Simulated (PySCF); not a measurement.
Si(F)2(OH)(SMe) (CH4F2OSSi), SMILES CS[Si](O)(F)F.

Geometry: B3LYP-D3(BJ)/def2-SVP. The structure was generated by enumeration, and PubChem lists no compound with its InChIKey, so it may never have been made. The values are those of a single conformer.

Computed with TDDFT-PBE/def2-SVPD run with PySCF.

Vertical excitations. Isolated molecule, no solvent.

**Question.** List the lowest excited states. (Estimate from the structure and the level; the computed values follow.)

**Answer.** 
```json
[
 {"state": "S1", "energy (eV)": "5.25", "λ (nm)": "236", "f": "0.005", "main pairs": "HOMO→LUMO 99 %"},
 {"state": "S2", "energy (eV)": "5.70", "λ (nm)": "217", "f": "0.008", "main pairs": "HOMO→LUMO+1 97 %"},
 {"state": "S3", "energy (eV)": "6.61", "λ (nm)": "188", "f": "0.024", "main pairs": "HOMO→LUMO+2 93 %"},
 {"state": "S4", "energy (eV)": "7.05", "λ (nm)": "176", "f": "0.006", "main pairs": "HOMO→LUMO+3 49 %, HOMO−1→LUMO 48 %"},
 {"state": "S5", "energy (eV)": "7.18", "λ (nm)": "173", "f": "0.003", "main pairs": "HOMO→LUMO+4 88 %"},
 {"state": "S6", "energy (eV)": "7.29", "λ (nm)": "170", "f": "0.078", "main pairs": "HOMO→LUMO+3 31 %, HOMO−1→LUMO 30 %, HOMO→LUMO+5 15 %, HOMO→LUMO+4 7 %"},
 {"state": "S7", "energy (eV)": "7.44", "λ (nm)": "167", "f": "0.016", "main pairs": "HOMO−1→LUMO+1 42 %, HOMO→LUMO+5 37 %, HOMO−2→LUMO 18 %"},
 {"state": "S8", "energy (eV)": "7.48", "λ (nm)": "166", "f": "0.026", "main pairs": "HOMO→LUMO+5 42 %, HOMO−2→LUMO 22 %, HOMO−1→LUMO+1 12 %, HOMO→LUMO+6 9 %"},
 {"state": "S9", "energy (eV)": "7.56", "λ (nm)": "164", "f": "0.030", "main pairs": "HOMO−2→LUMO 53 %, HOMO−1→LUMO+1 23 %, HOMO→LUMO+6 21 %"},
 {"state": "S10", "energy (eV)": "7.69", "λ (nm)": "161", "f": "0.038", "main pairs": "HOMO→LUMO+6 66 %, HOMO−1→LUMO+1 11 %"},
 {"state": "T1", "energy (eV)": "4.98", "λ (nm)": "249", "f": "0", "main pairs": "HOMO→LUMO 94 %"},
 {"state": "T2", "energy (eV)": "5.34", "λ (nm)": "232", "f": "0", "main pairs": "HOMO→LUMO+1 94 %"},
 {"state": "T3", "energy (eV)": "6.28", "λ (nm)": "198", "f": "0", "main pairs": "HOMO→LUMO+2 90 %"},
 {"state": "T4", "energy (eV)": "6.59", "λ (nm)": "188", "f": "0", "main pairs": "HOMO−1→LUMO 81 %"}
]
```
Triplets are in the Tamm–Dancoff approximation, which puts them higher than full response would, so one can lie above its singlet here.
